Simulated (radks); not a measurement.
Values are calculated unless marked as measured or tabulated.
Charge is removed step by step from the 2p down level of Cl, starting from [He] 2s2 2p(up 3, down 3) 3s2 3p5. Level of theory: scalar-relativistic Kohn-Sham, PBE, spin-polarised, spherical densities, point nucleus; open shells are filled with parallel spins first (a radial shooting solver on a logarithmic mesh with Libxc functionals).

removed (e)  E - E(0) (eV)  eigenvalue (eV)  E minus straight line (eV)
0                    0.000          -191.49                       0.000
0.1                 19.313          -194.86                      -1.572
0.2                 38.965          -198.27                      -2.805
0.3                 58.961          -201.72                      -3.695
0.4                 79.303          -205.22                      -4.238
0.5                 99.997          -208.75                      -4.430
0.6                 121.05          -212.31                      -4.267
0.7                 142.45          -215.91                      -3.746
0.8                 164.22          -219.54                      -2.863
0.9                 186.35          -223.21                      -1.616
1                   208.85          -226.90                       0.000

Removing the whole electron costs 208.85 eV by Delta-SCF, against 191.49 eV from minus the eigenvalue at the starting occupation. Slater's transition state (half an electron removed) gives 208.75 eV. Integrating minus the eigenvalue over the occupation (Janak's theorem) gives 208.89 eV. In this scalar-relativistic scheme the density is built from large components alone, so the theorem holds only approximately. The mean slope of the eigenvalue, de/dn, is 35.4 eV per electron.
